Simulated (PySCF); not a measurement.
C2H12Si4, SMILES [SiH3][SiH]1C[SiH2][SiH2]C1.

Coordinates come from a PBE-D3(BJ)/def2-SVP optimisation. The structure was generated by enumeration, and PubChem lists no compound with its InChIKey, so it may never have been made. Other conformers were not sampled.

Two levels are set side by side: TDA-PBE/def2-SVPD (PySCF) and TDA-LC-ωPBE/def2-SVPD (PySCF). Vertical, same geometry. The lowest singlet is HOMO→LUMO 86 % with PBE and HOMO−1→LUMO+1 68 % with the other functional; states are paired by order. Differences are taken from unrounded values.

```
quantity                               TDA-PBE
-------------------------------------  -------
lowest singlet excitation (eV)            5.73
lowest triplet excitation (TDA) (eV)      5.30
first bright state (f over 0.05) (eV)     5.83
its oscillator strength                   0.05
```

**Question.** These are the TDA-PBE values. What does TDA-LC-ωPBE give? (The exact figures need the calculation; the answer reports its results.)

**Answer.** 
```csv
quantity,TDA-LC-ωPBE,TDA-PBE minus TDA-LC-ωPBE
lowest singlet excitation (eV),6.81,-1.08
lowest triplet excitation (TDA) (eV),5.78,-0.49
first bright state (f over 0.05) (eV),7.61,-1.78
its oscillator strength,0.26,-0.21
```

Functionals without exact exchange tend to place singlet excitations lower, as here. Differences between two approximate levels are no errors against the true value.

Rough cost on one machine, each run with all the roots and properties that it gave: TDA-LC-ωPBE against TDA-PBE about 4 times.
